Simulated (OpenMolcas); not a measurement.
Co2+ with its 8 nearest fluoride ions at 2.315 Å, on the Sr site of SrF2 (a = 5.796 Å, distance in the model lattice 2.510 Å). The rest of the host is ab initio model potentials to 7.6 Å and point charges beyond; the distance is set by hand and nothing relaxes. Ligand basis ANO-RCC-VDZP.
```
Co    0.0000    0.0000    0.0000
F     1.3366    1.3366    1.3366
F     1.3366    1.3366   -1.3366
F     1.3366   -1.3366    1.3366
F     1.3366   -1.3366   -1.3366
F    -1.3366    1.3366    1.3366
F    -1.3366    1.3366   -1.3366
F    -1.3366   -1.3366    1.3366
F    -1.3366   -1.3366   -1.3366
```

```json
{"Program": "OpenMolcas", "Method": "SS-CASPT2, IPEA 0.25 Eh, imaginary shift 0.1 Eh (closed shells correlated: 3s 3p and the ligand valence shells)", "Basis": "ANO-RCC-VDZP [5s4p2d1f]", "Scalar Hamiltonian": "DKH2, point nucleus", "Active space": "7 electrons in 5 orbitals (3d)", "State averaging": "2S+1 = 4 even, 10 roots; 2S+1 = 2 even, 40 roots", "Spin-orbit coupling": "RASSI with atomic mean-field integrals over the reference wave functions"}
```

Question: What is the spin-free ground state (labels of O, the rotations of Oh)?

Answer: 4A2, 1-fold in its orbital part, 100 % from free-ion F terms; it has the highest spin that d7 allows.

Question: Where is the first state of the same spin?

Answer: 4T2 at 2420 cm-1 above the ground state.

Question: What are the lowest two levels with spin-orbit coupling?

Answer: A 4-fold level Γ8, then a 4-fold level Γ8 2310 cm-1 above it. Their leading multiplicities are 4 (100 %) and 4 (100 %).

Question: What is χT at 300 K, and how does it compare with the textbook value?

Answer: The lowest level has 2S+1 = 4, for which the spin-only value is χT = S(S+1) / 2 = 1.875 cm3 K/mol (g = 2). The computed 3.122 at 300 K differs by +1.247, through orbital momentum, spin-orbit coupling and any other state in reach.

Roots that are degenerate in the reference are averaged as groups; the widest CASPT2 spread within a group is 320 cm-1 (the 3-fold group of multiplicity 4 near 5820 cm-1 above the lowest state of its run). Shifts and gaps below about the spread of the groups concerned are not significant. Over all roots computed the reference weight is 0.68 to 0.69; a low but even weight reflects the number of correlated electrons. A single d shell leaves out the double-shell effect, which counts most for late 3d ions, where the CASPT2 field can be off either way by tens of per cent. Ligand-to-metal charge-transfer states are missing. These CASPT2 states fit no ligand-field parameters well, so their order and spin gaps are uncertain. For late 3d ions with one d shell CASPT2 can put B and the spin-flip bands somewhat low as well as high. With one d shell and no ligand orbital active, 10Dq can be off by tens of per cent for divalent 3d ions, low with halides held by bare charges and at times high in hosts, and the orbital part of g and χT goes as 1/10Dq. Free-ion shares, where given, are those of the reference states; single-state CASPT2 does not remix them. No measured value stands beside these numbers; the geometry was set by hand and not optimised.
